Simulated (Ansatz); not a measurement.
FeO₃, relaxed as a singlet with RKS PBE0-D4/def2-TZVP in Ansatz, starting from the GFN2-xTB geometry. Force threshold 0.02 eV/Å.

The structure holds 2 bonds between oxygen atoms, so isomers without such links may lie far lower. Another isomer (triplet) lies 3.25 eV lower at PBE0-D4/def2-TZVP; other spin states weren't run for this one.

Start:

Cartesian coordinates in Å:
```
Fe -0.5937 0.9416 -0.7061
O -0.7756 -0.1489 0.7191
O 0.9030 -0.0544 -0.5670
O 0.4663 -0.7383 0.5539
```

(1) Estimate the energy that the relaxation releases and the steps that it takes.

(2) Does the start keep its bonding and symmetry?

(3) Predict the relaxed structure.

Results:

(1) 0.12 eV, in 6 steps; 22 s on 4 threads of Intel Xeon on a shared host. The force fell under the threshold at step 5, but the optimiser went on. No frequencies were taken in this run, so the end may be a saddle point.

(2) By distances, no bond broke or formed. The bond that changes most is Fe1–O3, from 1.80 to 1.70 Å (atoms count from 1). Point group C2v at the start, Cs at the end, both within 0.05 Å.

(3) 
Cartesian coordinates in Å:
```
Fe -0.545 0.907 -0.701
O -0.809 -0.146 0.739
O 0.878 -0.024 -0.585
O 0.475 -0.737 0.546
```
Bond lengths: 3 × Fe–O 1.70 to 2.30 Å; 2 × O–O 1.40 to 1.43 Å.
